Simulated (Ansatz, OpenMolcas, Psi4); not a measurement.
# SnO (tin(ii) oxide): methods side by side

The species is SnO (2 atoms), meant as a singlet with charge 0. SMILES: `[O]=[Sn]`. The coordinates come from a PBE0-D4/def2-TZVP relaxation.

```
atom   x (Å)   y (Å)    z (Å)
   O  0.0000  0.0000  -0.0071
  Sn  0.0000  0.0000   1.8107
```

Quantity: the vertical electron affinity (to the doublet anion), in eV. The values are calculated.

The electron affinity is E(neutral) − E(anion): positive where the electron is bound.

| level | kind | program | value (eV) | CPU time (all runs) |
| --- | --- | --- | --- | --- |
| PBE/def2-TZVPPD (core potential) | GGA | Ansatz | 0.39 | 24 s |
| TPSS/def2-TZVPPD (core potential) | meta-GGA | OpenMolcas | 0.39 | 79 s |
| HSE06/def2-TZVPPD (core potential) | range-separated hybrid | Psi4 | 0.51 | 73 s |
| wB97M-V/def2-TZVPPD (core potential) | range-separated hybrid | Ansatz | 0.44 | 1.7 min |
| RPA@PBE/def2-TZVPPD (core potential) | RPA | Ansatz | 0.55 | 38 s |
| MP2/def2-TZVPPD (core potential) | perturbation theory | Psi4 | 0.16 | 16 s |
| OMP2/def2-TZVPPD (core potential, density fitting for correlation) | perturbation theory | Psi4 | 0.07 | 1.9 min |
| CCSD(T)/def2-TZVPPD (core potential) | coupled cluster or CI | Ansatz | 0.22 | 74 s |
| FCI/STO-3G | exact in the basis | Ansatz | -6.75 | 5.3 s |

All-electron rows without a relativistic Hamiltonian named are non-relativistic, while core potentials hold scalar relativity, so basis and relativity change together. Spin-orbit coupling, which can split open shells on such heavy atoms by tenths of an eV, is left out. Where it was recorded, the anion's HOMO is positive in PBE/def2-TZVPPD, TPSS/def2-TZVPPD, HSE06/def2-TZVPPD: a fault of the level (basis or self-interaction), which says nothing on whether the real anion is bound. The values span -6.75 to 0.55 eV. Spin contamination of the reference (⟨S²⟩ at least 0.1 too high) touches CCSD(T)/def2-TZVPPD. The coupled-cluster rows rest on a doubtful reference here (large T1 or Brueckner and Hartree–Fock orbitals at odds), and rows may lie in different states. High-level rows in very small sets aren't better than simpler rows in larger ones. In the correlated wave-function rows the outer d shell of Sn is correlated, in sets not made for it. CPU times are rough (shared hosts, several kinds of processor and program).
